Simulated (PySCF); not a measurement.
Species: C₄H₁₁N₂PSi.
SMILES with atom numbers: `[CH3:1][N:2]1[CH:3]=[CH:4][N:5]([CH3:6])[P:7]1[SiH3:8]` (hydrogens: H9, H10, H11 on C1; H12 on C3; H13 on C4; H14, H15, H16 on C6; H17, H18, H19 on Si8)

The same species was optimised twice, with GFN2-xTB and with PBE0-D3(BJ)/def2-SVP (PySCF), and the same property calculations (PySCF, gas phase) were run on both structures.

```tsv
coordinate	GFN2-xTB	PBE0-D3(BJ)/def2-SVP	change
N5–P7 (Å)	1.738	1.757	+0.019
N2–P7 (Å)	1.738	1.756	+0.018
C3=C4 (Å)	1.332	1.346	+0.014
P7–Si8 (Å)	2.279	2.288	+0.009
N2–C3 (Å)	1.405	1.410	+0.005
C4–N5 (Å)	1.405	1.409	+0.004
N5–C6 (Å)	1.450	1.448	-0.002
C1–N2 (Å)	1.450	1.448	-0.002
C1–N2–P7 (°)	123.5	121.3	-2.2
C6–N5–P7 (°)	123.4	121.4	-2.0
C3–N2–P7 (°)	108.8	107.4	-1.4
C4–N5–P7 (°)	108.7	107.4	-1.3
N2–P7–N5 (°)	92.2	92.9	+0.7
N2–C3–C4 (°)	114.6	115.2	+0.6
C3–C4–N5 (°)	114.7	115.2	+0.5
C4–N5–C6 (°)	117.7	118.0	+0.3
```

Rotational constants: A = 1533, B = 1531, C = 1014 MHz (GFN2-xTB) against A = 1559, B = 1481, C = 1025 MHz (PBE0-D3(BJ)/def2-SVP). Point groups within 0.08 Å: Cs and Cs.

On the GFN2-xTB structure: HOMO (eV) -4.90 [PBE0/pcSseg-1]; LUMO (eV) -0.08 [PBE0/pcSseg-1]; dipole (D) 1.81 [PBE0/pcSseg-1]; GIAO shielding of C1/C6 (mean) (ppm) 145.5 [PBE0/pcSseg-1]; GIAO shielding of N2/N5 (mean) (ppm) 218.3 [PBE0/pcSseg-1]; GIAO shielding of C3/C4 (mean) (ppm) 57.8 [PBE0/pcSseg-1]; GIAO shielding of P7 (ppm) 212.2 [PBE0/pcSseg-1]; GIAO shielding of Si8 (ppm) 446.2 [PBE0/pcSseg-1].

Question: What do these properties become on the PBE0-D3(BJ)/def2-SVP structure?

Answer: 
| property | level | on GFN2-xTB | on PBE0-D3(BJ)/def2-SVP | change |
| --- | --- | --- | --- | --- |
| HOMO (eV) | PBE0/pcSseg-1 | -4.90 | -5.16 | -0.26 |
| LUMO (eV) | PBE0/pcSseg-1 | -0.08 | -0.16 | -0.08 |
| dipole (D) | PBE0/pcSseg-1 | 1.81 | 1.74 | -0.07 |
| energy, GFN2-xTB geometry as zero (kcal/mol) | PBE0/pcSseg-1 | 0.0 | -1.8 | -1.8 |
| GIAO shielding of C1/C6 (mean) (ppm) | PBE0/pcSseg-1 | 145.5 | 143.6 | -1.9 |
| GIAO shielding of N2/N5 (mean) (ppm) | PBE0/pcSseg-1 | 218.3 | 211.9 | -6.4 |
| GIAO shielding of C3/C4 (mean) (ppm) | PBE0/pcSseg-1 | 57.8 | 53.1 | -4.7 |
| GIAO shielding of P7 (ppm) | PBE0/pcSseg-1 | 212.2 | 207.8 | -4.4 |
| GIAO shielding of Si8 (ppm) | PBE0/pcSseg-1 | 446.2 | 438.3 | -7.9 |

The heavy atoms differ by 0.086 Å rms after alignment. Among bonds between heavy atoms N2–P7 and N5–P7 change most and about equally (+0.018 to +0.019 Å). Changes are differences of the printed values. Neither structure is proved a minimum here.
